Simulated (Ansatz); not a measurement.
Reactions of CH$_{4}$BClSe (`CB(Cl)[SeH]`).

Computed with Ansatz on PBE0-D4/def2-TZVP structures; ΔE is electronic, products minus reactants. CCSD(T)/CBS is the MP2 limit (def2-TZVPP, def2-QZVPP) plus CCSD(T) − MP2 in def2-TZVPP, frozen cores. This one scheme is used for every species, atoms too. Functionals use def2-TZVPP. Open shells (•) are unrestricted, without spin–orbit coupling. Spin–orbit coupling would lower the free atoms: a little for B, C, Cl; clearly for Se. Bonds to Se are less sure, by a few kJ/mol each and by 10 to 20 or more in all where they break to atoms, as the def2 sets lack core-valence functions. Scalar relativity is left out up to krypton. One conformer a species, not always the lowest.

```
                                                  reaction  CCSD(T)/CBS(def2) (eV)
                        `CB(Cl)[SeH]` → `C[B][SeH]`• + Cl•                    5.33
                 `CB(Cl)[SeH]` + `CC` → `CC[SeH]` + `CBCl`                    1.22
                 `CB(Cl)[SeH]` + H–F → `FB(Cl)[SeH]` + CH₄                       ?
               `CB(Cl)[SeH]` + CH₃OH → `COB(C)[SeH]` + HCl                   -0.48
                `CB(Cl)[SeH]` → B• + C• + Cl• + 4 H• + Se•                   29.28
           `CB(Cl)[SeH]` + SiH₄ → `[SiH3]B(Cl)[SeH]` + CH₄                    0.14
            `CB(Cl)[SeH]` → `[CH2]` (triplet) + `ClB[SeH]`                       ?
                        `CB(Cl)[SeH]` + H₂ → `CBCl` + H₂Se                       ?
`CB(Cl)[SeH]` + `N[SiH](O)S` → `N[Si](O)(S)[SeH]` + `CBCl`                    0.02
                `CB(Cl)[SeH]` + HCl → `ClB(Cl)[SeH]` + CH₄                   -0.73
```

(1) Fill in the missing values. (Estimate.)

Largest T1 diagnostic: 0.014, for B•.

Results:

(1) Computed: `CB(Cl)[SeH]` + H–F → `FB(Cl)[SeH]` + CH₄: -1.20 eV; `CB(Cl)[SeH]` → `[CH2]` (triplet) + `ClB[SeH]`: +5.04 eV; `CB(Cl)[SeH]` + H₂ → `CBCl` + H₂Se: +0.58 eV.
